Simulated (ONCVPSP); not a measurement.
**Before and after: ONCV potential for titanium**

```
Element                 : Ti (Z = 22)
Generator               : ONCVPSP 4.0.1
Type                    : optimised norm-conserving Vanderbilt (ONCV)
Functional              : PBEsol
Relativity              : scalar-relativistic
Frozen core             : [Ne]
Valence charge          : 12
Reference configuration : 3s2 3p6 3d2 4s1.5 4p0.5
Partial waves           : 3s+4s: rc 1.30 bohr, ncon 4, nbas 7, qcut 9.3 1/bohr, 3 projectors, debl 2.3 Ha; 3p+4p: rc 1.55 bohr, ncon 4, nbas 8, qcut 7.5 1/bohr, 2 projectors; 3d: rc 2.35 bohr, ncon 4, nbas 8, qcut 8 1/bohr, 2 projectors, debl 3.8 Ha
Local potential         : polynomial inside 1.10 bohr (lpopt 5, dvloc0 0 Ha)
Core correction         : Teter function, fcfact 5.25, rcfact 1.2
```

Change: d: rc 1.84.

Cutoffs: the cutoffs (Ha) at which the residual kinetic energy of the hardest occupied pseudo-wave falls to 1 and 0.1 mHa per electron; they do not see the model core or the augmentation charge, which bear on the density cutoff. Errors are all-electron minus pseudo energies relative to the spin-unpolarised reference configuration.

Question: Predict the effect on cutoff, ghosts and configuration errors.

Answer: The potential gets neither clearly harder nor softer (31 Ha and 37 Ha → 31 Ha and 37 Ha); the s channel sets the loose cutoff, while the largest relative change is in d, which becomes harder; of the 4 tests that both files solve, the error grows in 0 and shrinks in 2 by more than 15 % and 0.3 meV (median size 0.6 → 0.4 meV); neither file shows a bound ghost.

| quantity | base | changed |
| --- | --- | --- |
| cutoff, loose | 31 Ha | 31 Ha |
| cutoff, tight | 37 Ha | 37 Ha |
| loose cutoff by channel | s 31 Ha, p 20 Ha, d 20 Ha | s 31 Ha, p 20 Ha, d 25 Ha |
| bound ghosts | none | none |
| GHOST(+) flags under 300 eV | none | none |
| error for 3s2 3p6 3d2 4s2 4p0, meV [ΔE -1.53 eV] | +0.2 | +0.1 |
| error for 3s2 3p6 3d2 4s1 4p0, meV [ΔE 5.83 eV] | +0.1 | -0.1 |
| error for 3s2 3p6 3d2 4s0 4p0, meV [ΔE 19.30 eV] | +1.0 | +0.6 |
| error for 3s1 3p6 3d2 4s2 4p0, meV [ΔE 67.94 eV] | -183 | -100 |
| s: phases at 1.32 bohr within 0.05 rad from the reference energy up to (Ha; the scan ends near 5) | to the end of the scan | to the end of the scan |
| p: phases at 1.57 bohr within 0.05 rad from the reference energy up to (Ha; the scan ends near 5) | to the end of the scan | to the end of the scan |
| rms error of d²Exc/dni dnj with the model core, mHa | 0.56 | 0.65 |
